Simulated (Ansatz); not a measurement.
`F[C]1=C(F)[Se][AlH]1` → Al• + 2 C• + 2 F• + H• + Se•  (atomization)

Computed with Ansatz on PBE0-D4/def2-TZVP structures; ΔE is electronic, products minus reactants. CBS: MP2 limit from def2 TZ/QZ plus the TZ coupled-cluster correction, frozen cores. This one scheme is used for every species, atoms too. Functionals use def2-TZVPP. No spin–orbit coupling; open shells (•) take unrestricted orbitals. Spin–orbit coupling would lower the free atoms: a little for Al, C, F; clearly for Se. For Se outer-core shells are correlated without core-valence functions, so the limit isn't a true one: a few kJ/mol of doubt a bond, and 10 to 20 or more in all where bonds break to atoms. Scalar relativity is left out up to krypton.

```tsv
level	ΔE (eV)
BHLYP-D4	25.00
B2PLYP	26.28
HF/def2-TZVPP	17.40
CCSD/CBS(def2)	25.91
```

Q: What does CCSD(T)/CBS give? (An estimate is asked.)

A: The calculation gave: +26.71 eV. The listed levels differ from it by -1.71, -0.43, -9.31, -0.80 eV.

Largest T1 diagnostic among the species: 0.018.

From r2SCAN to r2SCAN0 (25 % exact exchange), in def2-TZVPP and without D4, ΔE moves by −0.99 eV: exact exchange takes away binding that semilocal exchange gives to molecules. At CCSD(T), def2-SVP lies −1.89 eV from the extrapolated value and def2-TZVPP −0.95 eV: correlation converges slowly with the basis, and small sets miss more of it in the bonded molecule than in its fragments.

For atomizations the MP2-based limit and the directly extrapolated one differ by several kJ/mol either way, and by 10 to 25 for some Ge, Se and Sn compounds, so smaller differences from it don't rank the levels.
